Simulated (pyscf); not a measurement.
`[CH2][SiH2][Cl]` [doublet] -> `[CH3][SiH][Cl]` [doublet] (hydrogen shift; doublet surface; H–Si broken, C–H formed). Optimised with ωB97X-D3(BJ)/def2-SVP in PySCF. Correlated levels are frozen-core, on RHF or UHF. ΔMP2 is the change of the MP2 total energy from the triple- to the quadruple-zeta basis. Energies in kcal/mol from the reactant's lowest minimum found.

| level | barrier | reaction energy |
|---|---|---|
| r²SCAN/def2-TZVP | 35.2 | -11.8 |
| B3LYP-D3(BJ)/def2-TZVP | 37.5 | -11.8 |
| PBE0-D3(BJ)/def2-TZVP | 35.8 | -13.6 |
| M06-2X/def2-TZVP | 39.7 | -13.6 |
| HF/def2-TZVP | 54.2 | -3.9 |
| CCSD(T)/def2-TZVPP | (withheld) | -11.3 |
| CCSD(T)/def2-TZVPP + ΔMP2(QZVPP) | (withheld) | (withheld) |

**Question.** Some entries are withheld; supply them.

**Answer.** 
- CCSD(T)/def2-TZVPP, barrier: 39.8
- CCSD(T)/def2-TZVPP + ΔMP2(QZVPP), barrier: 39.4
- CCSD(T)/def2-TZVPP + ΔMP2(QZVPP), reaction energy: -11.2

One saddle was located; it need not be the lowest between these sides. The CCSD(T) − MP2 part came from Ansatz, without density fitting, on the same reference.
